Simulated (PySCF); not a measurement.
A side-by-side comparison of computed properties.

First species: C5H6ClN3.
SMILES: `Clc1nncn1C1CC1`

Second species: C₆H₄ClFO₂.
Atom-mapped SMILES: `[CH3:1][C@@H:2]1[C:3](=[O:4])[C:5]([F:6])=[C:7]([Cl:8])[C:9]1=[O:10]` (hydrogens: H11, H12, H13 on C1; H14 on C2)

Levels: PBE0/def2-SVPD for dipole moment, HOMO energy, LUMO energy, HOMO–LUMO gap, static isotropic polarisability and electronic spatial extent ⟨r²⟩ about the centre of nuclear charge; TDDFT PBE0/def2-SVPD for lowest singlet excitation; TDA PBE0/def2-SVPD for lowest triplet excitation (Tamm–Dancoff); GFN2-xTB for rotational constant A and rotational constant C. Geometries: GFN2-xTB. Each species is one conformer at its optimised geometry, gas phase, non-relativistic unless stated. Electronic properties by PySCF.

Dipoles, sizes and rotational constants follow the conformer. The torsions of the flexible species, by atom-mapped SMILES:
- `[Cl:1][c:2]1[n:3][n:4][cH:5][n:6]1[CH:7]1[CH2:8][CH2:9]1`: C5–N6–C7–C8 35°

| property | column X | column Y |
| --- | --- | --- |
| dipole moment | 6.18 D | 0.64 D |
| HOMO energy | -7.47 eV | -8.14 eV |
| LUMO energy | -0.13 eV | -3.21 eV |
| HOMO–LUMO gap | 7.34 eV | 4.93 eV |
| lowest singlet excitation | 5.70 eV | 3.22 eV |
| lowest triplet excitation (Tamm–Dancoff) | 4.81 eV | 2.77 eV |
| static isotropic polarisability | 87.1 au | 90.7 au |
| electronic spatial extent ⟨r²⟩ about the centre of nuclear charge | 1344 bohr² | 1595 bohr² |
| rotational constant A | 2.124 GHz | 1.544 GHz |
| rotational constant C | 0.830 GHz | 0.661 GHz |

Q: Which column belongs to which species?

A: Column X is the first species and column Y the second. The first has 15 atoms and 74 electrons, the second 14 and 82.

Q: How does each property change from the first species to the second?

A: dipole moment -5.54 D; HOMO energy -0.67 eV; LUMO energy -3.08 eV; HOMO–LUMO gap -2.41 eV; lowest singlet excitation -2.48 eV; lowest triplet excitation (Tamm–Dancoff) -2.04 eV; static isotropic polarisability +3.6 au; electronic spatial extent ⟨r²⟩ about the centre of nuclear charge +251 bohr²; rotational constant A -0.580 GHz; rotational constant C -0.169 GHz.

On the first: The vertical singlet–triplet gap S1 − T1 is 0.89 eV (TDDFT singlet less Tamm–Dancoff triplet). No computed singlet falls in the visible range (750 to 380 nm, 1.65 to 3.26 eV); S1 lies 2.44 eV above its blue end.

On the second: The polarisability is 13.44 Å³ as a volume (1 au = 0.148185 Å³), or 1.11 au for each of the 82 electrons. In atomic units the dipole is 0.25 e·bohr (1 au = 2.5417 D).
